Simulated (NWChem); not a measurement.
System: SiOH, doublet; SMILES O=[SiH]

In the optimisation the excess spin sits in a' (Cs, its own frame).

Question: Give the equilibrium geometry at PBE0/def2-SVP, spin-unrestricted (NWChem) as a list of bonds and angles, with the point group.

Answer: point group Cs; any orientation.
Bonds (Å): O1–Si2 1.540, Si2–H3 1.536. Bond angles (°): O1–Si2–H3 118.8.
